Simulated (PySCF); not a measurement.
SMILES B[SiH2]C#N (CH4BNSi) (PBE/def2-SVP optimised geometry):

```
8

B      1.032    -1.212     0.000
Si    -0.994    -1.212     0.000
C     -1.364     0.623     0.000
N     -1.533     1.786     0.003
H      1.664    -1.318     1.031
H      1.632    -1.045    -1.043
H     -1.664    -1.786     1.216
H     -1.630    -1.780    -1.239
```

Computed with PBE/def2-TZVP run with PySCF.

Q: What are the frontier orbital energies and the dipole moment?

A: HOMO-2 -8.56 eV, HOMO-1 -8.28 eV, HOMO -7.75 eV, LUMO -4.16 eV, LUMO+1 -1.63 eV; dipole moment 3.72 D.

Meta-Löwdin charges at PBE/def2-TZVP: B1 -0.15, Si2 0.44, C3 -0.12, N4 -0.16, H5 0.05, H6 0.05, H7 -0.05, H8 -0.05.
